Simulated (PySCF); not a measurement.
# Electronic absorption of C6H11NSSi

Compound: C6H11NSSi.
Structure used (PBE0-D3(BJ)/def2-SVP), in Å, numbered top down from 1:
```xyz
20
C6H11NSSi angstrom
C      3.2336   -0.1177    0.0380
S      1.8669   -1.0121    0.8477
Si     0.1389   -0.1716   -0.0918
C      0.3861    1.6103   -0.5923
C     -0.8960   -1.2094   -1.2898
C     -2.1382   -0.8143   -0.4527
C     -1.4737   -0.4465    0.9113
C     -2.0434    0.6430    1.6608
N     -2.4830    1.5582    2.2217
H      3.1532    0.9664    0.1937
H      3.2891   -0.3407   -1.0362
H      4.1564   -0.4723    0.5161
H      1.1504    1.7160   -1.3768
H      0.6822    2.2170    0.2771
H     -0.5618    2.0139   -0.9807
H     -0.6617   -2.2799   -1.1821
H     -0.9393   -0.9651   -2.3602
H     -2.6258    0.0784   -0.8733
H     -2.9094   -1.5953   -0.3645
H     -1.3685   -1.3368    1.5528
```

Computed, not measured: TDDFT B3LYP/def2-SVPD, vertical, gas phase, core orbitals frozen in the response in PySCF 2.14.0, density-fitted response routines.

What does the calculation give for the low-lying excited states?

```json
{"state": "S1", "E (eV)": "5.29", "E (hartree)": "0.1944", "f": "0.0063", "main configurations (H = HOMO, L = LUMO)": "H→L (96%)"}
{"state": "S2", "E (eV)": "6.10", "E (hartree)": "0.2240", "f": "0.036", "main configurations (H = HOMO, L = LUMO)": "H→L+1 (83%)"}
{"state": "S3", "E (eV)": "6.27", "E (hartree)": "0.2306", "f": "0.0059", "main configurations (H = HOMO, L = LUMO)": "H→L+2 (92%)"}
{"state": "S4", "E (eV)": "6.42", "E (hartree)": "0.2361", "f": "0.029", "main configurations (H = HOMO, L = LUMO)": "H→L+3 (82%)"}
{"state": "S5", "E (eV)": "6.53", "E (hartree)": "0.2401", "f": "0.012", "main configurations (H = HOMO, L = LUMO)": "H→L+4 (65%), H-1→L (11%)"}
{"state": "S6", "E (eV)": "6.56", "E (hartree)": "0.2410", "f": "0.014", "main configurations (H = HOMO, L = LUMO)": "H-1→L (74%), H→L+4 (12%)"}
{"state": "S7", "E (eV)": "6.81", "E (hartree)": "0.2504", "f": "0.011", "main configurations (H = HOMO, L = LUMO)": "H→L+5 (54%), H-1→L+1 (13%), H-2→L (12%)"}
{"state": "S8", "E (eV)": "6.89", "E (hartree)": "0.2533", "f": "0.012", "main configurations (H = HOMO, L = LUMO)": "H→L+5 (34%), H-2→L (30%), H-1→L+1 (12%)"}
{"state": "S9", "E (eV)": "6.92", "E (hartree)": "0.2542", "f": "0.029", "main configurations (H = HOMO, L = LUMO)": "H-2→L (39%), H-1→L+1 (34%)"}
{"state": "S10", "E (eV)": "7.07", "E (hartree)": "0.2598", "f": "0.0090", "main configurations (H = HOMO, L = LUMO)": "H→L+6 (60%), H→L+7 (22%)"}
```

Triplets (Tamm–Dancoff): T1 4.95 eV, H→L (90%); T2 5.72 eV, H→L+2 (54%), H→L+1 (24%), H→L+3 (10%); T3 5.90 eV, H-1→L+2 (18%), H→L+3 (17%), H-1→L (15%); T4 6.07 eV, H→L+2 (26%), H→L+3 (22%), H-1→L (12%).

The lowest singlet lies at 5.29 eV (234 nm, ultraviolet) and is weak; its leading configuration is HOMO→LUMO (96%). The strongest level in the table is S2 at 6.10 eV (203 nm, f = 0.036). Löwdin shares by element: HOMO sulfur 65%, carbon 16% or more, silicon 8%; LUMO sulfur 33%, silicon 15%, carbon 14% or more, hydrogen 6% or more (atoms not listed hold the other 32%). Weighted by f, the mean energy of these states is 6.51 eV. Of the 10 states listed, 7 reach f = 0.01 and none stays under 0.0005. The listed states span 1.78 eV, and the widest gap between neighbours is 0.81 eV (S1 to S2). No computed singlet lies in the visible range (380 to 750 nm); the lowest, at 234 nm, stands 2.03 eV above its violet end (3.26 eV). The vertical ionisation energy (ΔSCF) is 8.90 eV, 1.83 eV above S10. The window holds the lowest 10 singlets.

One conformer stands for the species.
